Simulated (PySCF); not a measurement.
# Correlation energy of Bi⁺ (bismuth, charge +1)

[Xe] 4f14 5d10 6s2 6p2, high-spin 3P determinant. Computed with PySCF 2.14 in aug-cc-pVDZ-PP with ECP60MDF (5s4p3d, 32 functions), with scalar relativity through the core potential. Frozen: 5s2 5p6 5d10; 4 electrons correlated.

MP2 pair energies summed by pair of shells (mhartree):

```tsv
pair	energy	share (%)
6s-6p	-17.63	60.0
6s-6s	-8.80	29.9
6p-6p	-2.96	10.1
```

Total MP2 correlation energy: -29.38 mhartree.

Same-spin part -5.44 and opposite-spin part -23.94 mhartree; SCS-MP2 scales them by 1/3 and 6/5 to -30.54 mhartree.

```
  level  correlation energy (mhartree)
   CCSD                         -39.76
    (T)                          -0.36
CCSD(T)                         -40.12
```

Diagnostics: T1 = 0.0060, D1 = 0.0143, largest double amplitude 0.072.

Spin-orbit coupling is strong in this species (close to jj coupling), so the high-spin LS determinant is a model state, not a physical level.

Cost of the coupled-cluster step: 0.18 s of wall time on 1 thread of Neoverse-V1 (shared host), for 4 correlated electrons.

Spin-orbit coupling is strong in this species, so the high-spin LS determinant is a model state.
